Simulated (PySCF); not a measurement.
# Correlation energy of Si⁺ (silicon, charge +1)

[Ne] 3s2 3p1, 2P determinant. Computed with PySCF 2.14 in def2-TZVP, with no relativity, point nucleus. Frozen: [Ne]; 3 electrons correlated.

MP2 pair energies summed by pair of shells (mhartree):

```json
{"pair": "3s-3s", "energy": "-22.43", "share (%)": "55.6"}
{"pair": "3s-3p", "energy": "-17.90", "share (%)": "44.4"}
```

Total MP2 correlation energy: -40.33 mhartree.

Same-spin part -2.62 and opposite-spin part -37.72 mhartree; SCS-MP2 scales them by 1/3 and 6/5 to -46.13 mhartree.

```json
{"level": "CCSD", "correlation energy (mhartree)": "-57.84"}
{"level": "(T)", "correlation energy (mhartree)": "-1.05"}
{"level": "CCSD(T)", "correlation energy (mhartree)": "-58.89"}
```

Diagnostics: T1 = 0.014, D1 = 0.0323, largest double amplitude 0.106.

Is a single reference adequate?

Mostly. T1 lies below 0.03, but a double amplitude of this size points to a near-degeneracy that CCSD handles and MP2 describes poorly.
